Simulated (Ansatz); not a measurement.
Computed with Ansatz on PBE0-D4/def2-TZVP structures; ΔE is electronic, products minus reactants. CCSD(T)/CBS is the MP2 limit (def2-TZVPP, def2-QZVPP) plus CCSD(T) − MP2 in def2-TZVPP, frozen cores. Functionals use def2-TZVPP. For Ge, Se outer-core shells are correlated without core-valence functions, which leaves a few kJ/mol of doubt a bond. Scalar relativity is left out up to krypton. One conformer a species, not always the lowest.

Reaction (formal exchange of groups at the Se–Ge bond): `[OH][GeH2][SeH]` + `N=C[SiH3]` → `N=C([SiH3])[SeH]` + `[OH][GeH3]`

| level | ΔE (kcal/mol) |
| --- | --- |
| r2SCAN | 18.6 |
| CCSD(T)/def2-TZVPP | 19.6 |

What does CCSD(T)/CBS give? (Estimate.)

Ansatz gave: +20.0 kcal/mol. The listed levels differ from it by -1.4, -0.4 kcal/mol.

Largest T1 diagnostic among the species: 0.012.

From PBE to PBE0 (25 % exact exchange), in def2-TZVPP and without D4, ΔE moves by +1.8 kcal/mol. In def2-TZVPP, CCSD(T) changes the Hartree–Fock value by −4.8 kcal/mol (the triples alone add −1.0 kcal/mol) and MP2 by −5.4 kcal/mol.
